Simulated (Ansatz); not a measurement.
`CC#[N+][Al-]([Cl])([Cl])[Cl]`. Charge 0, multiplicity 1.

Cartesian coordinates in Å:
```
C 0.4602 -0.6852 -2.0800
C 0.1635 -0.2447 -0.7427
N -0.0717 0.1049 0.3183
Al -0.4758 0.7086 2.1508
Cl 1.2632 0.1062 3.1775
Cl -2.2298 -0.3822 2.5692
Cl -0.7151 2.7821 1.8603
H 0.7791 0.1678 -2.6814
H 1.2592 -1.4279 -2.0491
H -0.4328 -1.1294 -2.5229
```

Task: List the harmonic frequencies (cm⁻¹, unscaled) at PBE0-D4/def2-TZVP in Ansatz. (An estimate is asked.)

Result: Computed: 18, 44, 44, 128, 128, 164, 208, 208, 336, 415, 429, 429, 571, 571, 991, 1048, 1048, 1396, 1449, 1449, 2454, 3071, 3158, 3158.

Task: Is this a minimum?

Result: Yes, all 24 modes are real.

Task: Give the ideal-gas thermochemistry at 298.15 K and 1 bar (rigid rotor, harmonic oscillator; point group C3, symmetry number 3).

Result: Zero-point energy 137.1 kJ/mol; H(298) − E = 166.4 kJ/mol; entropy 437.8 J/(mol·K), of which translation 173.2, rotation 119.2, vibration 145.3; G(298) − E = 35.8 kJ/mol. Modes under 100 cm⁻¹ are hindered rotations or soft bends, so the harmonic entropy is rough.
